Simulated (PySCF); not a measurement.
Cl4HSi2, SMILES Cl[SiH][Si](Cl)(Cl)Cl, multiplicity 2. Atoms are numbered in the order given.

```xyz
7

Cl     2.6226    -1.2652    -0.2117
Si     1.6261     0.4780    -0.6957
Si    -0.5480     0.2501     0.0443
Cl    -0.6509    -0.0643     2.0647
Cl    -1.4260    -1.3332    -0.9038
Cl    -1.5703     1.9668    -0.4087
H      2.3249     1.6368    -0.0676
```
Charge 0, spin multiplicity 2.

Coordinates come from a ωB97X-D3(BJ)/def2-SVP optimisation. The isomer is the one that the SMILES or the coordinates give; other isomers of the formula were not compared. One conformer was computed; it need not be the lowest.

Calculation: PBE/def2-TZVP in PySCF.

ESP charges are fitted to the potential on shells at 1.4 to 2.0 van der Waals radii. Atomic charges (e):

```json
[
 {"atom": "Cl1", "Löwdin": "0.24", "ESP fit": "-0.07", "Mulliken": "-0.18", "Mulliken spin": "0.08"},
 {"atom": "Si2", "Löwdin": "-0.15", "ESP fit": "0.13", "Mulliken": "?", "Mulliken spin": "0.79"},
 {"atom": "Si3", "Löwdin": "-0.94", "ESP fit": "-0.10", "Mulliken": "?", "Mulliken spin": "0.07"},
 {"atom": "Cl4", "Löwdin": "0.29", "ESP fit": "0.00", "Mulliken": "?", "Mulliken spin": "0.04"},
 {"atom": "Cl5", "Löwdin": "0.29", "ESP fit": "0.00", "Mulliken": "?", "Mulliken spin": "0.00"},
 {"atom": "Cl6", "Löwdin": "0.29", "ESP fit": "0.00", "Mulliken": "?", "Mulliken spin": "0.00"},
 {"atom": "H7", "Löwdin": "-0.02", "ESP fit": "0.03", "Mulliken": "0.02", "Mulliken spin": "0.02"}
]
```

### Question
Fill in the missing entries. (An estimate is asked for; the answer gives what the named calculation found.)

### Answer

- Si2, Mulliken: 0.16
- Si3, Mulliken: 0.48
- Cl4, Mulliken: -0.16
- Cl5, Mulliken: -0.16
- Cl6, Mulliken: -0.17

Computed Mayer and Wiberg (Löwdin basis) orders of the bonds:
```
bond     Mayer  Wiberg
-------  -----  ------
Cl1–Si2   1.21    1.94
Si2–Si3   0.93    1.21
Si3–Cl4   1.21    1.88
Si3–Cl5   1.21    1.89
Si3–Cl6   1.20    1.87
Si2–H7    0.90    0.94
```
